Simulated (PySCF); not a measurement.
Al(AsH2)(F)(OH) (AlAsFH3O), SMILES [OH][Al]([F])[AsH2].

Geometry optimised at PBE-D3(BJ)/def2-SVP. The structure was generated by enumeration; whether it is a known compound was not checked. Other conformers were not sampled.

Two levels are set side by side: TDDFT-PBE/def2-SVPD (PySCF) and TDDFT-M06-2X/def2-SVPD (PySCF). Vertical, same geometry. The lowest singlet is HOMO→LUMO 77 %, HOMO→LUMO+1 19 % with PBE and HOMO→LUMO 74 %, HOMO→LUMO+1 16 % with the other functional; states are paired by order. Differences are taken from unrounded values.

```csv
quantity,TDDFT-M06-2X
lowest singlet excitation (eV),5.98
lowest triplet excitation (TDA) (eV),5.07
first bright state (f over 0.05) (eV),5.98
its oscillator strength,0.15
```

Question: What does TDDFT-PBE give, and how far is it from TDDFT-M06-2X? (The exact figures need the calculation; the answer reports its results.)

Answer: 
```
quantity                               TDDFT-PBE  TDDFT-PBE minus TDDFT-M06-2X
-------------------------------------  ---------  ----------------------------
lowest singlet excitation (eV)              5.39                         -0.59
lowest triplet excitation (TDA) (eV)        4.65                         -0.42
first bright state (f over 0.05) (eV)       5.39                         -0.59
its oscillator strength                     0.12                         -0.02
```

A lower first singlet is the usual sign of a functional without exact exchange. Differences between two approximate levels are no errors against the true value.

Rough cost on one machine, each run with all the roots and properties that it gave: TDDFT-M06-2X against TDDFT-PBE about 10 times.
